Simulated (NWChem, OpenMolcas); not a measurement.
## How basis sets differ on BHOF2 (difluorohydroxyborane)

The species is BHOF2 (5 atoms), meant as a singlet with charge 0. As SMILES, `OB(F)F`. Geometry: relaxed at PBE0-D4/def2-TZVP.

```xyz
5

O     0.0386    1.0008    0.1743
B     0.1058   -0.3425    0.1372
F     0.7310   -0.9869    1.1007
F    -0.4395   -1.0519   -0.8433
H    -0.4359    1.3805   -0.5689
```

Quantity: the dipole moment, in D. The values are calculated.

| level | kind | program | value (D) | CPU time |
| --- | --- | --- | --- | --- |
| HF/ANO-S-MB | Hartree–Fock | OpenMolcas | 2.28 | 1.7 s |
| HF/STO-3G | Hartree–Fock | OpenMolcas | 1.57 | 1.5 s |
| HF/3-21G | Hartree–Fock | NWChem | 2.48 | 2.8 s |
| HF/def2-SVP | Hartree–Fock | NWChem | 2.21 | 5.7 s |
| HF/def2-SVPD | Hartree–Fock | OpenMolcas | 2.10 | 9.1 s |

The values span 1.57 to 2.48 D. Magnitudes only. Sets without polarisation functions give poor dipoles. Times are those of the runs behind each value, whatever else they computed, on shared processors of several kinds: orders of magnitude only.
